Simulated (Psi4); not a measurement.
Torsional profile of SMILES c1csc(-c2ccc(-c3cccs3)s2)c1 (C12H8S3), singlet. Scanned: dihedral S3–C4–C5–S14; all other coordinates were relaxed at GFN2-xTB. Points at φ and −φ are mirror images.

Geometry of the scan point at 60° (Å):
```
23

C     -4.5645     0.1520    -1.3744
C     -5.1466     0.2297    -0.1506
S     -3.9923     0.2293     1.1209
C     -2.6848     0.0974    -0.0213
C     -1.3077     0.1325     0.3998
C     -0.3202     0.9573    -0.0677
C      0.9407     0.6836     0.4819
C      0.9338    -0.3720     1.3579
C      2.0277    -0.9194     2.0931
C      2.0218    -1.9709     2.9726
C      3.2899    -2.2403     3.5201
C      4.2511    -1.3986     3.0583
S      3.6292    -0.2516     1.9394
S     -0.6639    -1.0454     1.5077
C     -3.1579     0.0907    -1.3035
H     -5.1158     0.1378    -2.2975
H     -6.1895     0.2884     0.0896
H     -0.5101     1.7515    -0.7674
H      1.8321     1.2393     0.2502
H      1.1307    -2.5242     3.2107
H      3.4787    -3.0273     4.2280
H      5.2939    -1.3761     3.3041
H     -2.5146     0.0188    -2.1621
```

Method: PBE-D3(BJ)/def2-SVP // GFN2-xTB run with Psi4 1.11.

Scanned values (°): -150, -120, -90, -60, -30, 0, 30, 60, 90, 120, 150, 180.

Describe the profile: where are the wells and the tops?

Lower than their neighbours: 0° (0.6 kcal/mol), 180° (0.0 kcal/mol). Higher than their neighbours: -90° (4.2 kcal/mol), 90° (4.2 kcal/mol). The whole profile spans 4.2 kcal/mol.
